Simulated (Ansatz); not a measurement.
Reaction (ligand exchange at the Si–O bond): `N[SiH2]OCO` + CH₃NH₂ → `CN[SiH2]N` + `OCO`

Computed with Ansatz on PBE0-D4/def2-TZVP structures; ΔE is electronic, products minus reactants. CBS: MP2 limit from def2 TZ/QZ plus the TZ coupled-cluster correction, frozen cores. This one scheme is used for every species. Functionals use def2-TZVPP. B3LYP here is the variant with VWN-RPA as its local correlation; programs differ in this. Each species was taken in one conformer, which may not be the lowest.

| level | ΔE (kJ/mol) | difference from CCSD(T)/CBS |
| --- | --- | --- |
| PBE-D4 | 34.9 | -5.2 |
| r2SCAN-D4 | 40.2 | 0.1 |
| PBE0-D4 | 35.9 | -4.2 |
| B3LYP-D4 | 40.5 | 0.4 |
| ωB97M-V | 40.4 | 0.3 |
| B2PLYP | 41.8 | 1.7 |
| r2SCAN | 40.3 | 0.2 |
| PBE0 | 36.1 | -4.0 |
| HF/def2-TZVPP | 47.2 | 7.1 |
| MP2/def2-TZVPP | 40.4 | 0.3 |
| SCS-MP2/def2-TZVPP | 42.0 | 1.9 |
| CCSD/def2-TZVPP | 41.5 | 1.4 |
| CCSD(T)/def2-TZVPP | 41.1 | 1.0 |
| MP2/def2-QZVPP | 40.0 | -0.1 |
| SCS-MP2/def2-QZVPP | 41.5 | 1.4 |
| MP2/CBS(def2) | 39.4 | -0.7 |
| CCSD(T)/CBS | 40.1 | 0 |

Largest T1 diagnostic among the species: 0.011.

In def2-TZVPP, CCSD(T) changes the Hartree–Fock value by −6.1 kJ/mol (the triples alone add −0.4 kJ/mol) and MP2 by −6.8 kJ/mol.
